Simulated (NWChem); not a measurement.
System: GeNH₃S, singlet; SMILES [NH2][Ge][SH]

Program: NWChem. Low-valent species are run as closed-shell singlets; no triplet was tried in these runs. Structure relaxed at the PBE0/def2-SVP level. One conformer.

Diagonal of the polarisability tensor at PBE0/def2-SVPD, static: 63.30, 85.18, 50.65 bohr³.

Find the mean polarisability volume, the molar refraction, and the refractive index that an ideal gas of it would have at 273.15 K and 1 atm.


1. Mean: one third of the trace = 66.38 bohr³ × 0.14818 Å³/bohr³ = 9.84 Å³.
2. Molar refraction (Lorentz-Lorenz): (4π/3) N_A α = 24.8 cm³/mol.
3. Number density p/kT = 2.687 × 10⁻⁵ Å⁻³; n − 1 = 2π N α = 16.60 × 10⁻⁴.
4. These hold the electronic response alone: vibrational and orientational terms add to the static dielectric constant.
